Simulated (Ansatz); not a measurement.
Steps of a relaxation of `CB(N)[SiH2]O` with RKS PBE-D4/def2-SVP.

```sh
$ ansatz run in.yaml --threads 4 --pin off --events-out ev --progress --plain --max-ram 10444MiB
```

```yaml
crystal:
  periodic: [false, false, false]
  atoms:
    - {symbol: C, position_ang: [-1.631600, 0.054500, -0.129500]}
    - {symbol: B, position_ang: [-0.221900, -0.521200, -0.091000]}
    - {symbol: N, position_ang: [-0.034300, -1.985000, -0.440600]}
    - {symbol: Si, position_ang: [1.367200, 0.614700, 0.399600]}
    - {symbol: O, position_ang: [0.754500, 2.192500, 0.714500]}
    - {symbol: H, position_ang: [-1.951000, 0.509600, 0.858500]}
    - {symbol: H, position_ang: [-1.681100, 0.926900, -0.878400]}
    - {symbol: H, position_ang: [-2.372500, -0.664300, -0.443200]}
    - {symbol: H, position_ang: [0.686400, -2.008700, -1.173200]}
    - {symbol: H, position_ang: [0.457200, -2.428600, 0.425200]}
    - {symbol: H, position_ang: [1.925000, 0.048800, 1.624600]}
    - {symbol: H, position_ang: [2.282100, 0.637000, -0.685100]}
    - {symbol: H, position_ang: [0.440500, 2.589200, -0.166600]}
basis:
  gaussian: {orbitals: def2-SVP}
hamiltonian: {xc: pbe, dispersion: d4}
relax: {f_tol: 0.03, max_steps: 200}
```

Positions (Å) and forces (eV/Å) along the path, 11 of 28 steps:

```xyz
13
step=1 energy=-13241.6202 eV
C    -1.632    0.054   -0.130   -0.778    1.901    0.017
B    -0.222   -0.521   -0.091    0.854   -1.369   -0.242
N    -0.034   -1.985   -0.441    0.253   -0.074    1.673
Si    1.367    0.615    0.400   -2.288    0.735    0.531
O     0.754    2.192    0.715   -0.030    0.570   -1.402
H    -1.951    0.510    0.859    0.278   -0.125   -0.554
H    -1.681    0.927   -0.878    0.116   -0.617    0.744
H    -2.373   -0.664   -0.443   -0.746   -0.732   -0.225
H     0.686   -2.009   -1.173    0.418   -0.222    0.005
H     0.457   -2.429    0.425   -0.657    0.665   -1.609
H     1.925    0.049    1.625    0.566   -0.080    0.717
H     2.282    0.637   -0.685    1.506   -0.016   -1.262
H     0.441    2.589   -0.167    0.508   -0.636    1.606
13
step=4 energy=-13242.3604 eV
C    -1.724   -0.003   -0.121    0.021   -0.291    0.449
B    -0.249   -0.550   -0.172    0.025   -0.313   -0.542
N     0.041   -1.949   -0.584    0.439    0.637    1.146
Si    1.333    0.665    0.311   -0.001    0.352    0.005
O     0.906    2.277    0.733    0.200   -0.532   -0.176
H    -1.941    0.502    0.846   -0.063   -0.012    0.047
H    -1.793    0.827   -0.857    0.014    0.008   -0.164
H    -2.513   -0.753   -0.351    0.082    0.103    0.046
H     1.032   -1.991   -0.867    0.111   -0.204    0.082
H     0.028   -2.525    0.298   -0.536    0.051   -0.892
H     1.971    0.121    1.578   -0.072    0.035   -0.144
H     2.425    0.623   -0.768   -0.136    0.012    0.174
H     0.505    2.722   -0.032   -0.085    0.154   -0.031
13
step=5 energy=-13242.5744 eV
C    -1.718   -0.018   -0.094    0.127   -0.211    0.228
B    -0.229   -0.540   -0.199   -0.113    0.244   -0.235
N     0.086   -1.895   -0.606    0.683   -0.437    1.648
Si    1.341    0.679    0.291   -0.026    0.152   -0.089
O     0.912    2.277    0.714    0.199   -0.304   -0.029
H    -1.933    0.493    0.868   -0.025   -0.028    0.052
H    -1.799    0.798   -0.847   -0.030   -0.003   -0.099
H    -2.506   -0.768   -0.319    0.045    0.036    0.073
H     1.112   -1.991   -0.755   -0.443   -0.237    0.139
H    -0.145   -2.551    0.211   -0.171    0.543   -1.601
H     1.962    0.122    1.559   -0.055    0.040   -0.116
H     2.442    0.628   -0.774   -0.072    0.035    0.136
H     0.495    2.732   -0.034   -0.119    0.171   -0.106
13
step=6 energy=-13242.8008 eV
C    -1.711   -0.028   -0.074    0.122   -0.052    0.015
B    -0.214   -0.521   -0.201    0.039   -0.048   -0.250
N     0.132   -1.864   -0.597    0.169   -0.456    1.712
Si    1.349    0.698    0.273   -0.040    0.024   -0.037
O     0.925    2.289    0.698    0.097   -0.068   -0.085
H    -1.929    0.488    0.885    0.010   -0.038    0.042
H    -1.811    0.778   -0.842   -0.056   -0.049    0.002
H    -2.494   -0.784   -0.289    0.023   -0.027    0.079
H     1.158   -2.026   -0.645   -0.502   -0.157    0.045
H    -0.282   -2.584    0.076    0.214    0.687   -1.498
H     1.956    0.131    1.540   -0.015    0.043   -0.055
H     2.455    0.640   -0.774   -0.003    0.044    0.043
H     0.485    2.748   -0.036   -0.058    0.097   -0.013
13
step=9 energy=-13243.2344 eV
C    -1.647   -0.022   -0.040    0.211   -0.238   -0.053
B    -0.139   -0.522   -0.127    0.283    0.176   -0.189
N     0.154   -1.853   -0.490   -0.401   -1.123    0.405
Si    1.407    0.762    0.316   -0.277   -0.151    0.011
O     0.881    2.353    0.632    0.067   -0.112   -0.101
H    -1.851    0.517    0.908   -0.035   -0.061    0.080
H    -1.843    0.730   -0.839    0.030   -0.080   -0.017
H    -2.374   -0.856   -0.170   -0.061    0.162    0.069
H     1.068   -2.333   -0.547   -0.205    0.654    0.079
H    -0.580   -2.596   -0.426    0.320    0.702   -0.318
H     2.026    0.300    1.616    0.021    0.104   -0.019
H     2.523    0.719   -0.714    0.002    0.059   -0.005
H     0.396    2.767   -0.105    0.046   -0.092    0.058
13
step=15 energy=-13243.3291 eV
C    -1.632   -0.029    0.053   -0.071    0.013   -0.028
B    -0.134   -0.528   -0.073    0.010   -0.040   -0.034
N     0.151   -1.829   -0.517   -0.015    0.002    0.011
Si    1.404    0.726    0.392    0.027   -0.011   -0.023
O     0.902    2.350    0.432   -0.016    0.007   -0.038
H    -1.820    0.495    1.017    0.020   -0.042   -0.071
H    -1.832    0.731   -0.741   -0.005   -0.060    0.092
H    -2.391   -0.836   -0.065    0.052    0.080    0.009
H     1.093   -2.198   -0.656    0.000    0.023    0.012
H    -0.577   -2.514   -0.739    0.007    0.031    0.010
H     1.943    0.471    1.778   -0.009    0.004   -0.001
H     2.586    0.532   -0.549   -0.032    0.012    0.027
H     0.327    2.593   -0.315    0.031   -0.018    0.034
13
step=19 energy=-13243.3401 eV
C    -1.648   -0.056    0.110   -0.007   -0.030    0.044
B    -0.146   -0.516   -0.081    0.019   -0.008   -0.025
N     0.157   -1.797   -0.566   -0.009    0.014   -0.011
Si    1.385    0.735    0.407   -0.006    0.001   -0.003
O     0.948    2.371    0.260   -0.003    0.005   -0.013
H    -1.830    0.238    1.167   -0.004    0.013   -0.003
H    -1.862    0.859   -0.485    0.001    0.009    0.012
H    -2.401   -0.826   -0.163   -0.006    0.003   -0.020
H     1.105   -2.136   -0.734    0.005   -0.006    0.016
H    -0.562   -2.488   -0.798    0.005    0.000   -0.006
H     1.787    0.592    1.853    0.000   -0.001    0.008
H     2.636    0.424   -0.403   -0.002   -0.004    0.003
H     0.452    2.563   -0.554    0.007    0.005   -0.003
13
step=22 energy=-13243.3418 eV
C    -1.651   -0.061    0.122   -0.003   -0.007   -0.011
B    -0.148   -0.516   -0.080   -0.001    0.000   -0.002
N     0.159   -1.791   -0.578    0.002   -0.001    0.009
Si    1.381    0.737    0.409   -0.004    0.001   -0.005
O     0.951    2.373    0.237    0.001    0.000    0.000
H    -1.836    0.203    1.186    0.001   -0.008    0.002
H    -1.858    0.875   -0.443    0.002   -0.003    0.013
H    -2.406   -0.817   -0.182    0.003    0.006    0.002
H     1.110   -2.129   -0.737   -0.011    0.005    0.000
H    -0.557   -2.486   -0.809    0.004    0.004   -0.007
H     1.767    0.610    1.862   -0.001    0.005   -0.005
H     2.636    0.410   -0.386    0.002   -0.002    0.009
H     0.472    2.559   -0.588    0.006   -0.001   -0.006
13
step=24 energy=-13243.3449 eV
C    -1.665   -0.085    0.171   -0.084    0.122    0.075
B    -0.160   -0.511   -0.073    0.011   -0.026   -0.013
N     0.161   -1.765   -0.617   -0.019    0.011    0.017
Si    1.362    0.747    0.424    0.027    0.029    0.003
O     0.979    2.379    0.123   -0.066   -0.001   -0.165
H    -1.852    0.021    1.269    0.027   -0.032   -0.196
H    -1.868    0.929   -0.251    0.024   -0.179    0.069
H    -2.417   -0.797   -0.239    0.042    0.076    0.042
H     1.116   -2.086   -0.787   -0.023    0.016   -0.006
H    -0.547   -2.461   -0.870    0.020    0.017    0.007
H     1.664    0.713    1.905   -0.007    0.016   -0.064
H     2.654    0.343   -0.281   -0.047    0.023    0.036
H     0.593    2.539   -0.760    0.094   -0.073    0.196
13
step=25 energy=-13243.3469 eV
C    -1.664   -0.085    0.171   -0.057    0.071    0.045
B    -0.159   -0.513   -0.070    0.002   -0.015   -0.016
N     0.159   -1.765   -0.617   -0.007    0.002    0.003
Si    1.363    0.746    0.426    0.031    0.036    0.006
O     0.977    2.375    0.122   -0.029   -0.003   -0.062
H    -1.854    0.022    1.266    0.016   -0.016   -0.102
H    -1.865    0.927   -0.251    0.020   -0.099    0.044
H    -2.418   -0.792   -0.239    0.032    0.037    0.023
H     1.113   -2.083   -0.797   -0.013    0.005    0.007
H    -0.549   -2.461   -0.868    0.011    0.013   -0.002
H     1.671    0.719    1.904   -0.017    0.001   -0.025
H     2.656    0.348   -0.274   -0.026   -0.001    0.007
H     0.591    2.528   -0.759    0.037   -0.032    0.072
13
step=28 energy=-13243.3487 eV
C    -1.665   -0.094    0.202   -0.007    0.006    0.003
B    -0.162   -0.510   -0.066    0.005    0.001   -0.003
N     0.158   -1.747   -0.645   -0.004    0.000   -0.003
Si    1.354    0.752    0.440    0.011    0.023    0.010
O     0.987    2.368    0.053   -0.003   -0.019   -0.019
H    -1.850   -0.065    1.300    0.001   -0.002   -0.009
H    -1.862    0.942   -0.147    0.002   -0.014    0.003
H    -2.422   -0.770   -0.251    0.006    0.007    0.006
H     1.112   -2.055   -0.837    0.002   -0.001    0.003
H    -0.548   -2.438   -0.913    0.000    0.001   -0.001
H     1.605    0.786    1.926   -0.008    0.000   -0.005
H     2.669    0.319   -0.196   -0.011   -0.001   -0.005
H     0.644    2.478   -0.851    0.007   -0.003    0.021
```

Run time 42 s (4 threads of an Arm Neoverse V1 on a shared host); peak host memory 0.19 GiB.
